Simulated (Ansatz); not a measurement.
CH₄BOSb, relaxed with RKS PBE0-D4/def2-TZVP in the Gaussian-basis code of Ansatz from a PBE-D4/def2-SVP geometry. The force threshold is 0.005 eV/Å; the program also tests the step.

Total charge 0; spin multiplicity 1. Sb: def2 effective core potential. The bonds changed during the relaxation, so this is another structure than the one it started from.

Start:

```xyz
8

O    -1.368   -0.455   -0.147
Sb    0.638   -1.622   -0.769
B    -0.228    0.136    0.571
C     0.820    0.610   -0.463
H    -1.955   -0.932    0.473
H    -0.252    0.203    1.782
H     0.543    1.145   -1.388
H     1.802    0.915   -0.058
```

Task: By how much does the energy fall, and how many steps does the optimiser take? (Best estimate.)

Result: Computed: 1.09 kcal/mol, in 8 steps, 1 of them rejected.

Task: Which bonds change most? (An estimate is asked.)

Result: Ansatz gave: O1–Sb2 from 2.403 to 2.362 Å; Sb2–C4 from 2.261 to 2.221 Å; B3–H6 from 1.214 to 1.192 Å; O1–B3 from 1.471 to 1.450 Å.

Task: Give the relaxed structure. (An estimate is asked.)

Result: Ansatz gave: 
```xyz
8

O    -1.345   -0.462   -0.134
Sb    0.627   -1.591   -0.780
B    -0.235    0.154    0.567
C     0.814    0.597   -0.454
H    -1.936   -0.929    0.466
H    -0.248    0.211    1.757
H     0.544    1.120   -1.367
H     1.779    0.900   -0.054
```
